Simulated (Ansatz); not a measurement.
Cost and result up the ladder for Li3Si6 (9 atoms). Total charge 0; doublet. Geometry: PBE0-D4/def2-SVP.

```xyz
9

Li    1.4082   -1.4820   -1.9280
Li   -0.8131    2.0383   -1.1781
Li   -1.1721   -1.8409    1.3678
Si   -0.4919    0.7220    1.1085
Si    1.6369    1.4791    1.4480
Si    1.2150   -1.0537    0.7535
Si   -2.5750    0.1073    0.2568
Si    1.4816    0.7268   -0.8053
Si   -0.6894   -0.6969   -1.0232
```

Ansatz on 4 threads of AMD EPYC 9R45 on a shared host. Times are rough, and most runs start from the orbitals of an earlier one. r2SCAN0-D4/def2-TZVP serves as the yardstick here, not as an exact answer. Differences are given only for rows in sets of like size (and for xTB, whose basis is part of the method), since another set adds its own error. Binding counts from free atoms at the same level (Li doublet, Si triplet; other spins of the atoms weren't run), without zero-point energy or a counterpoise term.

Correlated methods freeze 30 core orbitals; core or outer-core shells of Li are correlated, in sets that lack core-valence functions. The rows differ in basis, and correlated rows in double-zeta sets carry the largest basis error. The structure comes from a short search, and lower isomers may exist.

Correlated methods converge slowly with the basis, most of all in double-zeta sets.

```
                         level  functions  binding energy per atom (eV)  difference from r2SCAN0-D4/def2-TZVP (eV)                        remarks
                 MP2/def2-TZVP        264                          2.91                                       0.01  spin-contaminated (⟨S²⟩ 0.86)
           r2SCAN-D4/def2-TZVP        264                          2.98                                       0.07                              –
                     HF/STO-3G         69                          2.81                                          –  spin-contaminated (⟨S²⟩ 0.83)
          r2SCANh-D4/def2-TZVP        264                          2.95                                       0.04                              –
               PBE-D4/def2-SVP        135                          3.04                                          –                              –
              PBE0-D4/def2-SVP        135                          2.94                                          –                              –
          r2SCAN0-D4/def2-TZVP        264                          2.90                                       0.00                              –
             BLYP-D4/def2-TZVP        264                          2.77                                      -0.13                              –
             PBE0-D4/def2-TZVP        264                          2.95                                       0.05                              –
PBE-D4/def2-TZVP (with forces)        264                          3.04                                       0.13                              –
              CCSD(T)/def2-SVP        135                          2.52                                          –  spin-contaminated (⟨S²⟩ 0.85)
```

Problem. Estimate how long each takes.

Solution. HF/STO-3G 0.35 s; PBE-D4/def2-SVP 1.9 s; PBE0-D4/def2-SVP 2.4 s; PBE-D4/def2-TZVP (with forces) 3.6 s; BLYP-D4/def2-TZVP 3.9 s; MP2/def2-TZVP 5.5 s; r2SCAN-D4/def2-TZVP 8 s; PBE0-D4/def2-TZVP 9 s; r2SCANh-D4/def2-TZVP 12 s; r2SCAN0-D4/def2-TZVP 14 s; CCSD(T)/def2-SVP 14 s. On shared hardware such times vary by a factor of up to 3.
